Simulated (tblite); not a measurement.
1-butaneboronic acid, C₄H₁₁BO₂.
Numbering: `[CH3:1][CH2:2][CH2:3][CH2:4][B:5]([OH:6])[OH:7]` (hydrogens: H8, H9, H10 on C1; H11, H12 on C2; H13, H14 on C3; H15, H16 on C4; H17 on O6; H18 on O7)

Computed with GFN2-xTB (tblite), gas phase: L-BFGS steps from a force-field or distance-geometry start until the largest atomic force falls under 0.01 eV/Å.

Step 12: E = -642.1192 eV
```
atom  x, y, z in Å  |  force x, y, z in eV/Å
C1     -2.7244    0.2687   -0.2451    0.220  -0.237   0.099
C2     -1.5446   -0.6464    0.0531    0.945   0.013   0.147
C3     -0.2074    0.1141    0.0300    0.473  -0.080   0.023
C4      1.0178   -0.8079    0.3492   -0.724  -0.251   0.017
B5      2.3233    0.1985    0.1332   -1.525  -1.125   0.279
O6      3.0433   -0.2107   -0.9328    1.081   1.210  -0.824
O7      2.1976    1.2527    0.9828    1.784   1.701  -0.764
H8     -2.7749    1.0712    0.4899   -0.032  -0.069  -0.069
H9     -3.6416   -0.3072   -0.2155   -0.198   0.038   0.008
H10    -2.6137    0.7026   -1.2343   -0.029   0.058  -0.028
H11    -1.4471   -1.4529   -0.6879   -0.336   0.153   0.154
H12    -1.6189   -1.1061    1.0499   -0.276   0.085  -0.272
H13    -0.1937    0.9251    0.7833   -0.183  -0.346  -0.442
H14    -0.0382    0.5574   -0.9698   -0.203  -0.093   0.419
H15     0.8134   -1.2549    1.3484    0.539   0.563  -0.416
H16     0.9800   -1.6907   -0.3339    0.321   0.793   0.233
H17     3.6912    0.2723   -1.5295   -1.001  -0.464   1.465
H18     2.7292    2.1203    0.9174   -0.857  -1.951  -0.029
```

Step 13: E = -642.3225 eV
```
atom  x, y, z in Å  |  force x, y, z in eV/Å
C1     -2.7138    0.2607   -0.2446    0.058  -0.059   0.031
C2     -1.5204   -0.6396    0.0533    0.258  -0.031   0.051
C3     -0.1943    0.1152    0.0276    0.059  -0.014   0.013
C4      1.0047   -0.8067    0.3472   -0.205   0.018   0.002
B5      2.2971    0.1591    0.1489   -0.366  -0.339   0.040
O6      3.1025   -0.1996   -0.8685    0.052   0.040  -0.650
O7      2.2957    1.2161    0.9859   -0.011   0.637  -0.029
H8     -2.7791    1.0665    0.4831    0.027  -0.014   0.033
H9     -3.6421   -0.3039   -0.2127   -0.016  -0.033   0.003
H10    -2.6188    0.7065   -1.2315    0.021  -0.005  -0.040
H11    -1.4487   -1.4443   -0.6823   -0.199  -0.009  -0.007
H12    -1.6153   -1.0992    1.0401   -0.192   0.006  -0.031
H13    -0.2031    0.9263    0.7620   -0.071  -0.088  -0.066
H14    -0.0529    0.5676   -0.9591   -0.011  -0.034   0.032
H15     0.8274   -1.2387    1.3367    0.278   0.247  -0.021
H16     0.9953   -1.6560   -0.3448    0.150   0.229  -0.005
H17     3.6136    0.2615   -1.5468   -0.124   0.205   0.902
H18     2.6434    2.1146    0.8941    0.291  -0.756  -0.258
```

Step 14: E = -642.3803 eV
```
atom  x, y, z in Å  |  force x, y, z in eV/Å
C1     -2.7140    0.2605   -0.2437    0.078  -0.051   0.018
C2     -1.5200   -0.6400    0.0534    0.211  -0.050   0.049
C3     -0.1934    0.1151    0.0275    0.026   0.001  -0.002
C4      1.0091   -0.8000    0.3446   -0.256  -0.091   0.054
B5      2.3027    0.1550    0.1553   -0.433  -0.227  -0.085
O6      3.0879   -0.2054   -0.8847   -0.199  -0.003  -0.136
O7      2.2789    1.2255    0.9844   -0.013   0.025  -0.163
H8     -2.7759    1.0663    0.4857    0.002  -0.036  -0.004
H9     -3.6417   -0.3071   -0.2136    0.009   0.004   0.015
H10    -2.6166    0.7039   -1.2320    0.004   0.008  -0.017
H11    -1.4566   -1.4451   -0.6825   -0.156  -0.007  -0.003
H12    -1.6239   -1.0996    1.0395   -0.139   0.008  -0.028
H13    -0.2052    0.9239    0.7642   -0.065  -0.070  -0.091
H14    -0.0505    0.5646   -0.9607   -0.036  -0.013   0.055
H15     0.8360   -1.2306    1.3321    0.238   0.201   0.087
H16     0.9962   -1.6514   -0.3421    0.168   0.194  -0.061
H17     3.6164    0.2746   -1.5218    0.120   0.377   0.579
H18     2.6618    2.0960    0.8829    0.440  -0.269  -0.266
```

**Question.** Estimate the geometry and energy of step 15. (The exact step hangs on the optimiser's Hessian estimate; all steps are aligned on step 14, rigid shifts and turns removed.)

**Answer.** E = -642.4768 eV, largest force 0.697 eV/Å
```
atom  x, y, z in Å  |  force x, y, z in eV/Å
C1     -2.7113    0.2573   -0.2412    0.054   0.015  -0.031
C2     -1.5140   -0.6409    0.0552   -0.102  -0.123   0.011
C3     -0.1882    0.1096    0.0287   -0.225   0.036  -0.031
C4      1.0130   -0.7898    0.3421   -0.312  -0.234   0.102
B5      2.2948    0.1412    0.1631   -0.415   0.168  -0.418
O6      3.0296   -0.2098   -0.9288    0.182   0.494   0.108
O7      2.2246    1.2464    0.9604    0.571  -0.065  -0.394
H8     -2.7694    1.0636    0.4892   -0.035  -0.051  -0.038
H9     -3.6422   -0.3115   -0.2156    0.116   0.057   0.045
H10    -2.6119    0.6980   -1.2310   -0.011   0.032   0.004
H11    -1.4782   -1.4452   -0.6803   -0.021  -0.065  -0.055
H12    -1.6467   -1.1007    1.0353    0.005  -0.018   0.066
H13    -0.2098    0.9120    0.7651   -0.041   0.076  -0.023
H14    -0.0457    0.5541   -0.9575   -0.047   0.065  -0.034
H15     0.8584   -1.2095    1.3233    0.098   0.006   0.497
H16     0.9999   -1.6390   -0.3306    0.166  -0.080  -0.296
H17     3.6516    0.3155   -1.4503   -0.164   0.065   0.664
H18     2.7364    2.0549    0.8615    0.180  -0.377  -0.175
```

The energy changes by -0.0965 eV. The first-order estimate −F·Δx gives -0.1581 eV and the mean of the old and new forces, exact on a quadratic surface, -0.0891 eV. The step makes an angle of 41° with the force vector and moves no atom by more than 0.090 Å.

The cost below is that of the whole relaxation. The run took 1.8 s wall, 1.6 s CPU on an Intel Xeon at 2.50 GHz with one thread, on a shared host.
